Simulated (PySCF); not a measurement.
C4H4F2O2, SMILES FC(F)=C1COCO1. Atoms are numbered in the order given.

```xyz
12

F      1.4863    -1.7933     0.6187
C      1.2390    -0.5410     0.2868
F      2.3425     0.1987     0.2668
C      0.0415    -0.0301     0.0113
C     -0.2885     1.3917    -0.3913
O     -1.7020     1.4090    -0.2690
C     -2.1204     0.0976    -0.4986
O     -1.1201    -0.7485     0.0579
H      0.0326     1.6060    -1.4306
H      0.1434     2.1541     0.2733
H     -2.2128    -0.1186    -1.5849
H     -3.0763    -0.0843     0.0128
```
Charge 0, spin multiplicity 1.

Geometry: B3LYP-D3(BJ)/def2-SVP. This is a generated structure with no PubChem entry under its InChIKey; it may be hypothetical. Other conformers were not sampled.

Computed with PBE/pcSseg-1 (PySCF).

GIAO shieldings, no solvent; atoms listed in one row are averaged. δ = σ(ref) − σ: ¹⁹F against CFCl3 (σ = 133.6 ppm); ¹³C against TMS (σ = 182.0 ppm); ¹⁷O against H2O (σ = 334.3 ppm); ¹H against TMS (σ = 31.49 ppm), references at their B3LYP-D3(BJ)/def2-TZVP geometries, non-relativistic.

Computed chemical shifts:
```tsv
nucleus	atoms	count	δ (ppm)
¹⁹F	F1	1	-130.8
¹⁹F	F3	1	-144.9
¹³C	C2	1	160.3
¹³C	C4	1	120.0
¹³C	C7	1	108.1
¹³C	C5	1	72.5
¹⁷O	O8	1	138.1
¹⁷O	O6	1	90.4
¹H	H12	1	5.96
¹H	H11	1	5.51
¹H	H10	1	4.99
¹H	H9	1	4.78
```
